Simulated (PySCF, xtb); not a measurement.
WOBr4, SMILES [O]=[W]([Br])([Br])([Br])[Br], multiplicity 1.

GFN2-xTB run with xtb at its own geometry gives an orbital gap of 3.05 eV and a dipole moment of 2.13 D.

Geometry: PBE0-D3(BJ)/def2-SVP. The multiplicity is an assumed one; other spin states were not compared. The def2 effective core potentials stand for the cores of W; spin–orbit coupling is left out.

Problem. What does PBE/def2-TZVP (PySCF) give? (An estimate is asked for; the answer gives what the named calculation found.)

Solution. gap 2.21 eV (levels -6.94 and -4.73 eV), dipole 0.61 D.
